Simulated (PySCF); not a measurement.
C4H10BeS.

```xyz
16

Be    -0.1494     0.6652     0.2268
C      0.2302    -0.8733    -0.3669
C     -0.2182    -1.9347     0.6608
C     -0.5020    -1.1252    -1.7008
C      1.7509    -1.0007    -0.5900
H      0.0176    -2.9544     0.2967
H     -1.3058    -1.9038     0.8457
H      0.2906    -1.8160     1.6330
H     -1.5980    -1.0628    -1.5918
H     -0.2045    -0.4047    -2.4818
H     -0.2707    -2.1368    -2.0893
H      2.1250    -0.2754    -1.3325
H      2.3221    -0.8466     0.3412
H      2.0082    -2.0108    -0.9661
S     -0.5809     2.4034     0.8973
H     -1.0572     1.8991     2.0629
```
Charge 0, spin multiplicity 1.

The structure is a stationary point at B3LYP-D3(BJ)/def2-SVP. One conformer was computed; it need not be the lowest.

Method: B3LYP/pcSseg-1 in PySCF. Non-relativistic, no solvent.

Computed absolute GIAO shielding of each atom: isotropic value and principal components (ppm):
```tsv
atom	σ(iso)	σ11	σ22	σ33	span
Be1	79.4	40.9	41.8	155.5	114.6
C2	158.9	156.6	159.1	161.1	4.5
C3	149.8	134.1	135.1	180.3	46.2
C4	149.5	133.0	135.6	179.9	46.9
C5	149.4	132.9	135.5	179.8	47.0
H6	30.8	28.0	28.5	35.8	7.7
H7	30.4	26.7	28.1	36.3	9.6
H8	30.4	26.7	28.1	36.3	9.6
H9	30.2	26.5	28.0	36.3	9.8
H10	30.3	26.6	27.9	36.3	9.7
H11	30.8	28.0	28.5	35.9	7.9
H12	30.3	26.6	27.9	36.3	9.7
H13	30.2	26.5	28.0	36.2	9.8
H14	30.8	28.0	28.5	35.9	7.9
S15	719.9	637.8	707.4	814.5	176.6
H16	31.1	24.6	28.0	40.8	16.2
```
